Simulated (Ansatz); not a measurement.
Cost against result

The pair of K⁺ (SMILES [K+], atom 1) and C$_{2}$H$_{6}$ (SMILES CC, atoms 2–9), both closed shells, in one local arrangement (a lower one may exist), relaxed at PBE0-D4/def2-TZVP:

K1  (-0.210, 0.587, -3.215)
C2  (-0.714, 0.064, 0.301)
C3  (0.770, -0.209, 0.486)
H4  (-0.906, 1.079, -0.070)
H5  (-1.189, -0.663, -0.369)
H6  (-1.249, -0.011, 1.248)
H7  (0.939, -1.209, 0.886)
H8  (1.218, 0.504, 1.180)
H9  (1.342, -0.142, -0.448)
(Å)

Interaction energies are counterpoise-corrected; the time is that of the whole pair.

Ansatz 0.2.0; basis: as named in each row; cores frozen in the correlated methods. The outer core shell of Li, Na, Mg and K is correlated. The def2 sets are not built for correlating such inner shells, so the correlated values are less sure here. B3LYP uses VWN-RPA correlation. Extrapolation: Hartree–Fock as exp(−7.88 √X), correlation as X^−2.97.

Times are rough, for one single point on 2 threads of a shared host (Intel Xeon 6975P-C).

The estimate by CCSD(T) at an estimated basis limit (MP2 extrapolated from triple and quadruple zeta, plus CCSD(T) − MP2 in triple zeta) is -4.33 kcal/mol.

```json
{"method": "HF", "basis": "STO-3G", "time (s)": "under 1", "interaction energy (kcal/mol)": "-2.18", "method less estimate": "2.15"}
{"method": "PBE-D4", "basis": "STO-3G", "time (s)": "under 1", "interaction energy (kcal/mol)": "-6.25", "method less estimate": "-1.92"}
{"method": "SPW92", "basis": "def2-SVP", "time (s)": "under 1", "interaction energy (kcal/mol)": "-4.87", "method less estimate": "-0.54"}
{"method": "PBE-D4", "basis": "def2-SVP", "time (s)": "under 1", "interaction energy (kcal/mol)": "-6.55", "method less estimate": "-2.22"}
{"method": "B3LYP-D4", "basis": "6-31G", "time (s)": "under 1", "interaction energy (kcal/mol)": "-7.58", "method less estimate": "-3.25"}
{"method": "PBE0-D4", "basis": "def2-SVP", "time (s)": "under 1", "interaction energy (kcal/mol)": "-6.02", "method less estimate": "-1.69"}
{"method": "CCSD(T)", "basis": "def2-SVP", "time (s)": "2", "interaction energy (kcal/mol)": "-3.36", "method less estimate": "0.97"}
{"method": "PBE-D4", "basis": "def2-TZVPPD", "time (s)": "2", "interaction energy (kcal/mol)": "-6.69", "method less estimate": "-2.36"}
{"method": "revPBE-D4", "basis": "def2-TZVPPD", "time (s)": "2", "interaction energy (kcal/mol)": "-8.55", "method less estimate": "-4.22"}
{"method": "BLYP-D4", "basis": "def2-TZVPPD", "time (s)": "2", "interaction energy (kcal/mol)": "-8.47", "method less estimate": "-4.14"}
{"method": "B3LYP-D4", "basis": "def2-TZVPPD", "time (s)": "2", "interaction energy (kcal/mol)": "-7.71", "method less estimate": "-3.38"}
{"method": "PBE0-D4", "basis": "def2-TZVPPD", "time (s)": "3", "interaction energy (kcal/mol)": "-6.28", "method less estimate": "-1.95"}
{"method": "HSE06-D4", "basis": "def2-TZVPPD", "time (s)": "3", "interaction energy (kcal/mol)": "-6.23", "method less estimate": "-1.90"}
{"method": "r2SCAN-D4", "basis": "def2-TZVPPD", "time (s)": "3", "interaction energy (kcal/mol)": "-4.82", "method less estimate": "-0.49"}
{"method": "wB97M-V", "basis": "def2-SVP", "time (s)": "4", "interaction energy (kcal/mol)": "-4.17", "method less estimate": "0.16"}
{"method": "B2PLYP", "basis": "def2-TZVPPD", "time (s)": "4", "interaction energy (kcal/mol)": "-3.90", "method less estimate": "0.43"}
{"method": "wB97X-V", "basis": "def2-TZVPPD", "time (s)": "6", "interaction energy (kcal/mol)": "-4.42", "method less estimate": "-0.09"}
{"method": "wB97M-V", "basis": "def2-TZVPPD", "time (s)": "7", "interaction energy (kcal/mol)": "-4.42", "method less estimate": "-0.09"}
{"method": "B97M-V", "basis": "def2-TZVPPD", "time (s)": "8", "interaction energy (kcal/mol)": "-4.31", "method less estimate": "0.02"}
{"method": "MP2", "basis": "def2-QZVPPD", "time (s)": "16", "interaction energy (kcal/mol)": "-4.29", "method less estimate": "0.04"}
{"method": "CCSD(T)", "basis": "def2-TZVPPD", "time (s)": "25", "interaction energy (kcal/mol)": "-4.09", "method less estimate": "0.24"}
```

T1 diagnostic: at most 0.008.
